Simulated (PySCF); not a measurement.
Species: Ge₃H₁₃NSi₂.
Cartesian coordinates in Å at the PBE0-D3(BJ)/def2-SVP level; atoms count from 1:
```
atom  x, y, z in Å
Si1   -1.0389    1.2735   -1.6749
N2    -1.4204    0.2476   -0.3130
Si3   -2.8116    0.5548    0.6984
Ge4   -0.3304   -1.2127    0.0821
Ge5    1.6767   -0.3947    1.1745
Ge6    2.9281    1.1175   -0.2478
H7    -2.1241    1.2688   -2.7054
H8     0.2161    0.7484   -2.2985
H9    -0.8105    2.6924   -1.2598
H10   -3.4006    1.8645    0.2800
H11   -2.4233    0.6279    2.1419
H12   -3.8546   -0.5100    0.5645
H13   -0.0151   -1.9609   -1.2293
H14   -1.1652   -2.1200    1.0120
H15    1.2544    0.3424    2.4620
H16    2.5817   -1.5786    1.5777
H17    3.2575    0.4298   -1.5852
H18    2.1009    2.3844   -0.5307
H19    4.2439    1.5256    0.4415
```

Computed, not measured: PBE0-D3(BJ)/def2-SVP geometry optimisation, gas phase in PySCF 2.14.0.

Masses are those of the commonest isotopes; rigid-rotor values at the optimised geometry. The values belong to one conformer with, in the numbering `[SiH3:1][N:2]([SiH3:3])[GeH2:4][GeH2:5][GeH3:6]`, Si1–N2–Ge4–Ge5 77°, N2–Ge4–Ge5–Ge6 -61°.

(1) Give the principal moments of inertia and the rotational constants in MHz.

(2) Classify the top.

(3) Is it planar, by Δ = Ic − Ia − Ib?

(4) Give the other two planar moments, Paa and Pbb, and the rms extents of the mass along the axes.

(5) List the rotational levels J(Ka,Kc) to J = 3 (MHz).

(6) Which lines would a microwave search look for?

(7) Estimate the classical rotational partition function at 10 K, 50 K and 500 K.

Answers

(1) Ia = 505.81, Ib = 1232.01, Ic = 1503.30 u·Å²; 505379 MHz·u·Å²/I gives A = 999.2, B = 410.2, C = 336.2 MHz.

(2) An asymmetric top; Ray's κ = -0.777.

(3) Not planar: Δ = Ic − Ia − Ib = -234.52 u·Å². For a rigid frame Δ = −2 Σ m c², so Σ m c² = 117.26 u·Å² lies off the ab plane: 24.34 from hydrogen and 92.92 from heavier atoms. The atom farthest from that plane is 2.28 Å away.

(4) Paa = Σ m a² = (Ib + Ic − Ia)/2 = 1114.75 and Pbb = Σ m b² = (Ia + Ic − Ib)/2 = 388.55 u·Å². With the mass M = 304.82 u, the rms extents √(P/M) along a, b and c are 1.91, 1.13, 0.62 Å.

(5) Above 0(0,0):
J = 1: 1(0,1) 746, 1(1,1) 1335, 1(1,0) 1409
J = 2: 2(0,2) 2233, 2(1,2) 2754, 2(1,1) 2976, 2(2,1) 4743, 2(2,0) 4750
J = 3: 3(0,3) 4446, 3(1,3) 4878, 3(1,2) 5322, 3(2,2) 6982, 3(2,1) 7015, 3(3,1) 10116, 3(3,0) 10116
The levels of one J sum to (2J + 1)J(J + 1)(A + B + C)/3.

(6) The dipole components are |μa| = 0.37 D, |μb| = 0.48 D, |μc| = 0.28 D. The squared components, which scale the intensities, stand as 0.59 : 1.00 : 0.34 (a : b : c). Some lines, for components of 0.1 D or more:

```
type  branch         J(Ka,Kc)   MHz  lower level (cm⁻¹)
   c       Q  1(1,1) ← 1(0,1)   589               0.025
   b       R  3(0,3) ← 2(1,2)  1692               0.092
   b       Q  5(2,4) ← 5(1,5)  2455               0.374
   a       R  4(3,1) ← 3(3,0)  3000               0.337
   a       R  4(2,2) ← 3(2,1)  3043               0.234
   a       R  5(1,5) ← 4(1,4)  3522               0.257
   a       R  5(1,4) ← 4(1,3)  3884               0.282
   c       R  4(1,3) ← 3(0,3)  3996               0.148
   b       R  3(2,2) ← 2(1,1)  4006               0.099
   c       Q  5(4,2) ← 5(3,2)  4356               0.563
   b       R  5(3,3) ← 4(2,2)  6807               0.335
   c       R  5(4,1) ← 4(3,1)  8115               0.438
   c       R  5(4,2) ← 4(3,2)  8117               0.437
   c       R  5(5,0) ← 4(4,0)  9367               0.583
```

(7) Point group C1, symmetry number σ = 1; q = (√π/σ)·√((kT/h)³/(ABC)), k/h = 20836.6 MHz/K: 14400 at 10 K, 161000 at 50 K, 5080000 at 500 K.

No PBE0-D3(BJ)/def2-SVP frequencies stand behind this structure, so it isn't proved a minimum. No vibrational averaging or centrifugal distortion is included, and the geometry carries the error of its method. A rigid rotor knows nothing of internal rotation, which can split or shift real lines. Quadrupole hyperfine structure (14N) is left out.

On one thread, Arm Neoverse V2, no GPU (shared host), this took 14 min. These figures are those of the optimisation.
